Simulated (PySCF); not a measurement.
**C₆ coefficients of unlike pairs at PBE0**

Calculated with PySCF 2.14 from the dipole response of each species, C₆(A,B) = (3/π) ∫ α_A(iu) α_B(iu) du, in atomic units, from isotropic polarisabilities. For ions this is the dispersion term alone; charge-induced terms of lower order in 1/R come first.

```json
{"species": "Te(2+)", "configuration": "[Kr] 4d10 5s2 5p2 (3P)", "basis": "aug-cc-pVQZ-PP with ECP28MDF (7s7p5d3f2g)", "relativity": "core potential", "α (bohr³)": "14.93", "C₆ (like pair)": "97.50"}
{"species": "S(2+)", "configuration": "[Ne] 3s2 3p2 (3P)", "basis": "aug-cc-pV(Q+d)Z with one added diffuse shell each of s, p, d, f, g type (8s7p6d4f3g)", "relativity": "none", "α (bohr³)": "7.322", "C₆ (like pair)": "26.52"}
{"species": "Cu", "configuration": "[Ar] 3d10 4s1 (2S)", "basis": "aug-cc-pVQZ-PP with ECP10MDF (7s7p6d4f3g2h)", "relativity": "core potential", "α (bohr³)": "45.53", "C₆ (like pair)": "288.3"}
{"species": "Zn(3+)", "configuration": "[Ar] 3d9 (2D)", "basis": "aug-cc-pVQZ-PP with ECP10MDF (7s7p6d4f3g2h)", "relativity": "core potential", "α (bohr³)": "1.448", "C₆ (like pair)": "3.210"}
```

(1) Estimate C₆ for Cu with S(2+).

No spin-orbit coupling is included.

The other pairs:

```tsv
pair	C₆
Zn(3+), S(2+)	7.886
Zn(3+), Cu	19.86
Cu, Te(2+)	151.1
Zn(3+), Te(2+)	15.03
S(2+), Te(2+)	50.77
```

Results:

(1) The integral gives 77.07. The combination rule 2 C_A C_B / (C_A α_B/α_A + C_B α_A/α_B) gives 72.39 and the geometric mean 87.44.
